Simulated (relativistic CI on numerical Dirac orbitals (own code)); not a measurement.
Radial parameters of Zn XXI

Computed by Dirac-Coulomb-Breit CI, KLI orbitals optimised for each configuration, model QED, unscaled Slater integrals (own radial code, finite nucleus).

Slater integrals F^k, G^k are unscaled and averaged over j, outside the closed core 1s2; ζ comes from projecting the Hamiltonian with its Breit term on Σ l·s of the shell.

- 2s2 2p5 3s: ζ(2p) = 130210, G^1(2p,3s) = 48414 cm⁻¹; <r>(2p) = 0.191, <r^2>(2p) = 0.0444, <r>(3s) = 0.5432, <r^2>(3s) = 0.3351 (bohr units).
- 2s2 2p5 3p: ζ(2p) = 130120, F^2(2p,3p) = 123980, G^0(2p,3p) = 49428, G^2(2p,3p) = 54038, ζ(3p) = 30692 cm⁻¹; <r>(2p) = 0.1912, <r^2>(2p) = 0.04449, <r>(3p) = 0.529, <r^2>(3p) = 0.3221 (bohr units).
- 2s2 2p5 3d: ζ(2p) = 130330, F^2(2p,3d) = 159310, G^1(2p,3d) = 146780, G^3(2p,3d) = 84646, ζ(3d) = 3331.5 cm⁻¹; <r>(2p) = 0.1912, <r^2>(2p) = 0.04452, <r>(3d) = 0.471, <r^2>(3d) = 0.2558 (bohr units).

Averages of the first 10 configurations, taken without configuration mixing, which lowers the lowest level and can move excited configurations by several eV; other configurations of the list can lie among them:

```json
{"Configuration": "2s2 2p6", "Parity": "even", "States": "1", "Average energy above the lowest level (eV)": "0.0"}
{"Configuration": "2s2 2p5 3s", "Parity": "odd", "States": "12", "Average energy above the lowest level (eV)": "1059.4"}
{"Configuration": "2s2 2p5 3p", "Parity": "even", "States": "36", "Average energy above the lowest level (eV)": "1104.5"}
{"Configuration": "2s2 2p5 3d", "Parity": "odd", "States": "60", "Average energy above the lowest level (eV)": "1160.7"}
{"Configuration": "2s 2p6 3s", "Parity": "even", "States": "4", "Average energy above the lowest level (eV)": "1223.6"}
{"Configuration": "2s 2p6 3p", "Parity": "odd", "States": "12", "Average energy above the lowest level (eV)": "1267.2"}
{"Configuration": "2s 2p6 3d", "Parity": "even", "States": "20", "Average energy above the lowest level (eV)": "1323.1"}
{"Configuration": "2s2 2p5 4s", "Parity": "odd", "States": "12", "Average energy above the lowest level (eV)": "1427.0"}
{"Configuration": "2s2 2p5 4p", "Parity": "even", "States": "36", "Average energy above the lowest level (eV)": "1445.2"}
{"Configuration": "2s2 2p5 4d", "Parity": "odd", "States": "60", "Average energy above the lowest level (eV)": "1466.3"}
```
